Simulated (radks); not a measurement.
The numbers below are computed, except where a source is named.
These are the eigenvalues of the occupied orbitals of an atom or ion with whole-number occupations (eV). Level of theory: scalar-relativistic Kohn-Sham, PBEsol, spin-unpolarised, spherical densities, finite nucleus; Fermi nuclear charge, rms radius of each element as measured or else 0.836 A^(1/3) + 0.57 fm (a radial shooting solver on a logarithmic mesh with Libxc functionals).

orbital  eigenvalue
1s        -5005.665
2s        -674.3531
2p        -582.7526
3s        -180.3271
3p        -154.8900

Which element is it, and in what charge state? The configuration may be excited.

Answer. Z = 22, titanium, charge +7: Ti7+ in [Ne] 3s2 3p3. The list shows which subshells hold electrons but not how many an open one holds; the 1s level, -183.95 hartree, gives Z - s = 19.2 by -(Z - s)^2/2, which with screening and relativity narrows Z to a few neighbours, and the depths of the outer levels then fix element, charge and occupations together.
